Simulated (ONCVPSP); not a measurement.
**Ta (Z = 73): one change to an ONCV potential, before and after**

tantalum, optimised norm-conserving Vanderbilt (ONCV), made with ONCVPSP 4.0.1 (PBE, scalar-relativistic). Core [Kr] 4d10 4f14, reference 5s2 5p6 5d3 6s2. Waves: 5s+6s: rc 2.00 bohr, ncon 4, nbas 7, qcut 4.9 1/bohr, 2 projectors; 5p: rc 1.85 bohr, ncon 4, nbas 7, qcut 6.2 1/bohr, 1 projector; 5d: rc 1.95 bohr, ncon 4, nbas 9, qcut 4.4 1/bohr, 2 projectors, debl 2.1 Ha. Local part: polynomial inside 1.70 bohr (lpopt 5, dvloc0 -1 Ha). Core correction: Teter function, fcfact 4.75, rcfact 1.4.

Change: p: qcut 7.9.

Cutoffs: the cutoffs (Ha) at which the residual kinetic energy of the hardest occupied pseudo-wave falls to 1 and 0.1 mHa per electron; they do not see the model core or the augmentation charge, which bear on the density cutoff. Errors are all-electron minus pseudo energies relative to the spin-unpolarised reference configuration.

**Question.** Predict the effect on cutoff, ghosts and configuration errors.

**Answer.** The potential gets neither clearly harder nor softer (20 Ha and 74 Ha → 20 Ha and 74 Ha); the d channel sets the loose cutoff, while the largest relative change is in p, which becomes harder; the errors of the 4 common tests hardly move; neither file shows a bound ghost.

| quantity | base | changed |
| --- | --- | --- |
| cutoff, loose | 20 Ha | 20 Ha |
| cutoff, tight | 74 Ha | 74 Ha |
| loose cutoff by channel | s 9.1 Ha, p 10 Ha, d 20 Ha | s 9.1 Ha, p 17 Ha, d 20 Ha |
| bound ghosts | none | none |
| GHOST(+) flags under 300 eV | none | none |
| error for 5s2 5p6 5d3 6s1, meV [ΔE 8.47 eV] | -3.6 | -3.6 |
| error for 5s2 5p6 5d3 6s0, meV [ΔE 23.44 eV] | -7.9 | -8.0 |
| error for 5s2 5p6 5d2 6s0, meV [ΔE 47.04 eV] | -9.4 | -9.9 |
| error for 5s2 5p5 5d3 6s2, meV [ΔE 44.98 eV] | -191 | -180 |
| s: phases at 2.03 bohr within 0.05 rad from the reference energy up to (Ha; the scan ends near 5) | 4.0 | 4.0 |
| p: phases at 1.88 bohr within 0.05 rad from the reference energy up to (Ha; the scan ends near 5) | 0.5 | 0.6 |
| d: phases at 1.98 bohr within 0.05 rad from the reference energy up to (Ha; the scan ends near 5) | to the end of the scan | to the end of the scan |
| rms error of d²Exc/dni dnj with the model core, mHa | 0.92 | 0.99 |
